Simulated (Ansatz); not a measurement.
`CCB(N)O` + `OCS` → `NB(O)CO` + `CCS`  (formal exchange of groups at a B–C bond)

Program: Ansatz. Geometries: PBE0-D4/def2-TZVP. ΔE: electronic, gas phase. CBS: MP2 limit from def2 TZ/QZ plus the TZ coupled-cluster correction, frozen cores. DFT in def2-TZVPP. HSE06 is defined as in plane-wave codes. One conformer a species, not always the lowest.

`CCB(N)O`:

Cartesian coordinates in Å:
```
C -1.402 0.603 0.989
C -0.457 0.731 -0.203
B 0.511 -0.500 -0.392
N 1.871 -0.319 -0.717
O -0.033 -1.756 -0.244
H -2.099 1.444 1.048
H -1.988 -0.316 0.925
H -0.849 0.568 1.932
H 0.114 1.664 -0.133
H -1.052 0.821 -1.122
H 2.526 -1.062 -0.886
H 2.272 0.596 -0.820
H 0.587 -2.475 -0.376
```

`OCS`:

```xyz
7

O     0.056   -0.111   -1.237
C     0.307    0.165    0.118
S    -0.358   -1.135    1.159
H     0.390    0.625   -1.759
H     1.380    0.176    0.346
H    -0.121    1.125    0.422
H    -1.653   -0.846    0.951
```

`NB(O)CO`:

Cartesian coordinates in Å:
```
N 0.346 1.322 -0.912
B 0.314 0.133 -0.164
O 1.423 -0.654 0.042
C -1.017 -0.399 0.507
O -0.855 -1.606 1.230
H -0.474 1.885 -1.052
H 1.166 1.697 -1.356
H 2.237 -0.343 -0.358
H -1.422 0.371 1.180
H -1.785 -0.543 -0.268
H 0.068 -1.864 1.151
```

`CCS`:

Cartesian coordinates in Å:
```
C -0.523 -0.777 0.223
C 0.119 0.325 -0.593
S 1.598 1.044 0.168
H 0.190 -1.578 0.427
H -1.379 -1.202 -0.311
H -0.883 -0.397 1.182
H 0.475 -0.059 -1.552
H -0.592 1.123 -0.815
H 0.995 1.521 1.269
```

```json
{"level": "LDA (SPW92)", "ΔE (kJ/mol)": "-4.4"}
{"level": "revPBE", "ΔE (kJ/mol)": "-0.2"}
{"level": "HSE06", "ΔE (kJ/mol)": "-2.4"}
{"level": "CCSD(T)/def2-SVP", "ΔE (kJ/mol)": "-1.0"}
```

**Question.** What does CCSD(T)/CBS give? (Best estimate.)

**Answer.** The calculation gave: -2.1 kJ/mol. The listed levels differ from it by -2.3, 1.9, -0.3, 1.1 kJ/mol.

Largest T1 diagnostic among the species: 0.011.

Leaving LDA and LC-ωPBE aside and taking each functional with its dispersion term where it has one, the values, not all of them listed here, spread over 2.9 kJ/mol, from BHLYP-D4 to B97M-V.
